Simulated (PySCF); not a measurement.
**Correlation energy of Mn (manganese, neutral)**

[Ar] 3d5 4s2, high-spin 6S determinant. All numbers are calculated (PySCF 2.14, no relativity, point nucleus, in dyall-av2z). Frozen: [Ar]; 7 electrons correlated; the 25 highest virtual orbitals of each spin left out.

```json
{"level": "CCSD", "correlation energy (mhartree)": "-124.52"}
{"level": "(T)", "correlation energy (mhartree)": "-3.58"}
{"level": "CCSD(T)", "correlation energy (mhartree)": "-128.10"}
```

Diagnostics: T1 = 0.023, D1 = 0.0733, largest double amplitude 0.079.

Is a single reference adequate?

Mostly. T1 lies below 0.03, but a double amplitude of this size points to a near-degeneracy that CCSD handles and MP2 describes poorly.
